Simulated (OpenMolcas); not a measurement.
## 4s² 4p² along the 32-electron sequence

```yaml
Program: OpenMolcas 26.06
Method: CASSCF
Basis: ANO-RCC-VQZP
Scalar_Hamiltonian: DKH2, point nucleus
Spin-orbit_coupling: state interaction with AMFI integrals over the reference wave functions, term energies averaged over their components
```

Active space for each ion: 4 electrons in 4 orbitals (4s 4p).

Computed levels in cm-1 above ³P₀:

```
                               Level     Ge    As+   Se2+   Br3+   Kr4+
                                 ³P₁    485    923   1522   2302   3325
                                 ³P₂   1258   2274   3563   5139   7065
                                 ¹D₂   9496  12558  15515  18619  22009
                                 ¹S₀  16960  22260  27326  32412  37721
weight of ³P in the lowest level (%)    100     99     99     98     97
```

Measured, with the error of the calculation in %. Measured levels: Ge, As+ from NIST Handbook of Basic Atomic Spectroscopic Data; Se2+ from Moore, Atomic Energy Levels, vol. II, NSRDS-NBS 35 (1971 reprint of NBS Circular 467, 1952); Kr4+ from Saloman, J. Phys. Chem. Ref. Data 36, 215 (2007).

| Level | Ge | As+ | Se2+ | Kr4+ |
| --- | --- | --- | --- | --- |
| ³P₁ | 557 (-12.9) | 1063 (-13.2) | 1741 (-12.6) | 3743 (-11.2) |
| ³P₂ | 1410 (-10.8) | 2541 (-10.5) | 3937 (-9.5) | 7595 (-7.0) |
| ¹D₂ | 7125 (+33.3) | 10096 (+24.4) | 13032 (+19.1) | 19723 (+11.6) |
| ¹S₀ | 16367 (+3.6) | 22599 (-1.5) |  | 39204 (-3.8) |

The fine-structure level ³P₂ changes by a factor of 5.62 from Ge to Kr4+. Its fourth root runs 5.96, 6.91, 7.73, 8.47, 9.17, with steps per unit of Z of 0.95, 0.82, 0.74, 0.70; equal steps would mean a (Z - σ)^4 law with constant σ.

¹D₂ changes by a factor of 2.32 over the same range, with steps per unit of Z of +3060, +2960, +3100, +3390 cm-1.

Without dynamic correlation excited terms often stand tens of per cent too high (terms of higher spin than the ground term too low), and those without a measured partner can miss by more than the paired ones (holds for Ge; As+). Measured partners are found by configuration, term and J. A level has none where our copy of the source lacks it or the pairing is in doubt (some pairs that miss far off the trend of their configuration count as doubtful), and it then counts in no deviation. Levels of configurations outside the active space are missing.
